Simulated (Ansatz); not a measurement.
Isomers of Li$_{3}$Cl$_{2}$ (doublet), relaxed with PBE0-D4/def2-TZVP; total energies from Ansatz at CCSD(T)/def2-TZVPP.

```json
{"isomer": "A", "description": "point group C2v; 4 × Cl–Li 2.17 to 2.18 Å; 1 × Li–Li 3.05 Å", "energy (Eh)": "-942.18041"}
{"isomer": "B", "description": "point group C2v; 6 × Cl–Li 2.20 to 2.39 Å", "energy (Eh)": "-942.16062"}
```

Correlated methods freeze 10 core orbitals; core or outer-core shells of Li are correlated, in sets that lack core-valence functions.

The isomers come from a short search, and lower ones may exist.

Work out the relative energies (1 Eh = 2625.5 kJ/mol) and the Boltzmann populations at 800 K from electronic energies alone (R = 8.314 J/mol/K).

ΔE: A 0.0, B 52.0 kJ/mol. RT = 6.65 kJ/mol. Factors exp(−ΔE/RT): A 1, B 0.000402; sum 1.000. Populations: A 100.0 %, B 0.0 %. Zero-point energy, vibrational entropy and symmetry numbers are left out and can shift these; an error of 4 kJ/mol changes a ratio by a factor of 1.8. Over the other density-functional and correlated levels in def2 sets, the gap between A and B ranges from 36 to 53 kJ/mol.
